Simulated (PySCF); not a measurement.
CsSb⁺: energy against distance

Set-up: PySCF, scalar-relativistic core potentials, basis sets Cs def2-SVPD with ECP46, Sb def2-SVPD with ECP28. Energies in eV from Cs⁺ + Sb in their ground configurations at the same level. State: ⁴Σ⁻ (quartet), unpaired electrons σ ↑, π ↑↑.

All columns are PBE0. A positive dipole points towards Sb; it is taken about the centre of mass and depends on that origin.

```tsv
R (Å)	E (eV)	μ (D)	Mulliken charge on Cs (basis-dependent)	HOMO (eV)	LUMO (eV)	Mayer bond order	⟨S²⟩
3.659	-0.049	-6.25	0.95	-10.34	-6.79	0.12	3.75
3.829	-0.103	-6.69	0.95	-10.20	-6.69	0.11	3.75
4.000	-0.128	-7.14	0.96	-10.07	-6.58	0.09	3.75
4.127	-0.136	-7.48	0.96	-9.97	-6.49	0.09	3.75
4.255	-0.138	-7.84	0.96	-9.88	-6.39	0.08	3.75
4.383	-0.135	-8.20	0.96	-9.79	-6.30	0.08	3.75
4.553	-0.127	-8.68	0.97	-9.67	-6.17	0.07	3.75
4.766	-0.114	-9.29	0.97	-9.53	-6.01	0.06	3.75
5.021	-0.098	-10.01	0.97	-9.38	-5.82	0.06	3.75
5.361	-0.078	-10.97	0.97	-9.19	-5.59	0.05	3.75
```

A fit through these points gives, at Re = 4.225 Å, μ = -7.75 D and dμ/dR = -2.78 D/Å; the reduced mass is 63.31 u.

Q: How strong is the fundamental in the double-harmonic approximation, I = 42.26·(dμ/dR)²/μred km/mol?

A: I = 42.26·(-2.78)²/63.31 = 5.16 km/mol at PBE0.

The bond is weak. Basis-set superposition, not corrected here, can be much of De in a small basis, most of all at correlated wavefunction levels. Spin–orbit coupling is left out, which matters for elements this heavy, above all for dissociation energies. For an ion De counts to the pair picked by the measured ionisation energies or electron affinities, which need not be the lowest pair at this level. The state is the lowest determinant that a PBE0 search found; another state may lie lower at other levels.
